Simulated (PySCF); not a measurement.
**Electron correlation in Sb⁺ (antimony, charge +1)**

[Kr] 4d10 5s2 5p2, high-spin 3P determinant. Calculation: PySCF 2.14, in aug-cc-pVTZ-PP with one added diffuse shell each of d, f type with ECP28MDF (6s5p5d3f, 67 functions); scalar relativity through the core potential. Frozen: 4s2 4p6 4d10; 4 electrons correlated.

MP2 pair energies summed by pair of shells (mhartree):

| pair | energy | share (%) |
| --- | --- | --- |
| 5s-5p | -28.39 | 61.8 |
| 5s-5s | -13.07 | 28.5 |
| 5p-5p | -4.45 | 9.7 |

Total MP2 correlation energy: -45.91 mhartree.

Same-spin part -7.64 and opposite-spin part -38.27 mhartree; SCS-MP2 scales them by 1/3 and 6/5 to -48.47 mhartree.
